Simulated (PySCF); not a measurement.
Vertical excitations of a molecule C2H7BFN from TDDFT-PBE0/def2-SVPD (PySCF 2.14.0), as energy in eV (oscillator strength): 7.31 (0.036), 7.89 (0.010), 8.25 (0.010), 8.41 (0.142), 8.72 (0.034), 8.77 (0.001), 8.93 (0.060), 9.07 (0.076), 9.27 (0.029), 9.35 (0.016). Lowest triplet (TDA): 6.89 eV. Geometry: ωB97X-D3(BJ)/def2-SVP. One conformer was computed; it need not be the lowest.

Question: Pick the molecule that these values belong to.
A) CN(C)BF
B) CCB(N)F
C) CB(N)CF
D) CNB(C)F

Answer: B, CCB(N)F
